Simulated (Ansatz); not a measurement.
A nudged elastic band was laid between two geometries of BClFH + H2S (7 atoms, charge 0, multiplicity 1).

Method: RKS BHLYP-D4/def2-SVP (Ansatz 0.2.0).

```yaml
movable_images: 5
climbing_image: yes
spring: 5.0 eV/Å²
optimiser: quadratic models (default)
start_path: through a guess of the saddle point
force_threshold: 0.03 eV/Å
iteration_limit: 60
end_points: relaxed
```

Initial state:

```xyz
7
Properties=species:S:1:pos:R:3
B 0.053 0.404 -0.095
H 0.444 0.881 0.922
F 0.892 -0.011 -1.007
Cl -1.659 0.428 -0.496
S 0.028 -2.356 1.203
H -0.183 -2.870 -0.016
H -1.281 -2.227 1.456
```

Final state:

```xyz
7
Properties=species:S:1:pos:R:3
B 0.107 -0.705 -0.602
H -0.713 0.362 2.223
F 1.139 0.101 -0.612
Cl -1.468 -0.047 -1.004
S 0.392 -2.429 -0.185
H -0.883 -2.822 -0.297
H -0.280 -0.212 2.444
```

Task: Which bonds break or form, and what moves?

Result: Bonds broken: B1–H2, S5–H7. Bonds formed: B1–S5, H2–H7. BClFH + H2S becomes BClFHS + H2.

Task: Give the energies along the band, and the barrier.

Result: The run converged. The highest image is number 4 of 0 to 6, 1.46 eV above the first end and 1.72 eV above the last; the last end lies 0.25 eV below the first. Neighbouring images differ by up to 1.5 eV, so the band resolves the path poorly. A vibrational analysis at the climbing image gives one clearly imaginary mode, 1194i cm⁻¹: a first-order saddle point. The orbitals stay closed-shell, which can raise the energy where a bond breaks towards radicals; this wasn't checked here.

```json
{"image": "0", "path coordinate (Å)": "0.00", "energy (eV)": "0.00", "B1–H2 (Å)": "1.19", "S5–H7 (Å)": "1.34", "B1–S5 (Å)": "3.05"}
{"image": "1", "path coordinate (Å)": "0.97", "energy (eV)": "0.01", "B1–H2 (Å)": "1.19", "S5–H7 (Å)": "1.34", "B1–S5 (Å)": "3.05"}
{"image": "2", "path coordinate (Å)": "1.94", "energy (eV)": "0.02", "B1–H2 (Å)": "1.19", "S5–H7 (Å)": "1.34", "B1–S5 (Å)": "3.06"}
{"image": "3", "path coordinate (Å)": "2.91", "energy (eV)": "0.20", "B1–H2 (Å)": "1.19", "S5–H7 (Å)": "1.34", "B1–S5 (Å)": "2.82"}
{"image": "4", "path coordinate (Å)": "3.89", "energy (eV)": "1.46", "B1–H2 (Å)": "1.32", "S5–H7 (Å)": "1.64", "B1–S5 (Å)": "2.05"}
{"image": "5", "path coordinate (Å)": "4.97", "energy (eV)": "-0.05", "B1–H2 (Å)": "2.34", "S5–H7 (Å)": "2.57", "B1–S5 (Å)": "1.81"}
{"image": "6", "path coordinate (Å)": "6.05", "energy (eV)": "-0.25", "B1–H2 (Å)": "3.13", "S5–H7 (Å)": "3.50", "B1–S5 (Å)": "1.80"}
```

Task: What is the geometry of the highest image?

Result: 
```xyz
7
Properties=species:S:1:pos:R:3
B -0.081 -0.269 0.040
H -0.336 0.053 1.295
F 1.060 0.317 -0.325
Cl -1.575 0.034 -0.891
S 0.296 -2.260 0.329
H -0.983 -2.651 0.237
H -0.086 -0.976 1.281
```

Time of the run: 8.1 min on 1 thread of Arm Neoverse V1, on a shared host, peak memory 0.15 GiB.
